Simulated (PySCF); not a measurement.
**Radial density of Rb³⁺ (rubidium, charge +3)**

UHF, [Ar] 3d10 4s2 4p4, high-spin 3P determinant. Calculation: PySCF 2.14, in x2c-TZVPall (8s6p6d1f, 63 functions); scalar relativity by spin-free X2C-1e.

```csv
r (bohr),4πr²ρ (e/bohr),4πr²(ρα − ρβ)
0.0273,46.34,0.0172
0.0459,40.14,0.0638
0.0773,42.41,0.1417
0.130,55.54,0.0874
0.219,34.91,0.0109
0.368,38.13,0.3576
0.618,24.57,-0.0051
1.04,6.676,1.1638
1.75,3.538,1.2264
2.94,0.3065,0.1180
4.95,0.0002801,0.0001
```

Densities and radii are taken from the X2C orbitals without a picture-change correction, which distorts them close to the nucleus.

Task: Where is the radial spin density 4πr²(ρα − ρβ) most negative, and why is it negative at all?

Result: Around r = 0.618 bohr, down to -0.0051 e/bohr: exchange with the open shell polarises the paired shells in an unrestricted calculation.
